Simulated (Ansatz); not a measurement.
Conformers of H₇NO₃Si₂ (`O[SiH2]N[SiH](O)O`), each relaxed with PBE0-D4/def2-TZVP in Ansatz. CBS adds the triple-zeta coupled-cluster correction to the MP2 limit.

Not all of them had a frequency check.

Conformer A:

```xyz
13

O    -2.214    0.081   -0.073
Si   -1.202   -0.014    1.238
N     0.417    0.369    0.809
Si    1.256   -0.330   -0.516
O     0.198   -1.279   -1.322
O     1.856    0.941   -1.365
H    -2.392    0.960   -0.416
H    -1.607    0.940    2.303
H    -1.353   -1.419    1.667
H     0.828    1.184    1.238
H     2.375   -1.229   -0.156
H    -0.707   -0.956   -1.405
H     2.546    0.751   -2.002
```

Conformer B:

Cartesian coordinates in Å:
```
O -0.702 1.850 -1.079
Si -1.132 1.459 0.452
N -0.202 0.080 0.927
Si 0.944 -0.741 -0.033
O 1.140 -2.195 0.699
O 0.385 -0.862 -1.585
H -0.480 1.116 -1.663
H -0.853 2.648 1.295
H -2.583 1.138 0.565
H -0.334 -0.287 1.859
H 2.241 -0.055 -0.206
H 1.931 -2.693 0.486
H -0.357 -1.457 -1.716
```

Which is lowest in electronic energy at CCSD(T)/CBS (frozen core, def2 sets), and by how much? (Best estimate.)

Computed: A; B lies 6.6 kJ/mol higher.

Give the energies relative to A (kJ/mol) with r2SCAN-D4/def2-TZVPP, B3LYP/def2-TZVPP, MP2/def2-TZVPP, MP2/def2-QZVPP, SCS-MP2/def2-QZVPP, MP2/CBS(def2), CCSD/CBS(def2). (An estimate is asked.)

The calculation gave: 
| level | B |
| --- | --- |
| r2SCAN-D4/def2-TZVPP | 6.6 |
| B3LYP/def2-TZVPP | 6.5 |
| MP2/def2-TZVPP | 7.0 |
| MP2/def2-QZVPP | 6.8 |
| SCS-MP2/def2-QZVPP | 6.4 |
| MP2/CBS(def2) | 6.7 |
| CCSD/CBS(def2) | 6.1 |

B3LYP here is the variant with VWN-RPA as its local correlation; programs differ in this.
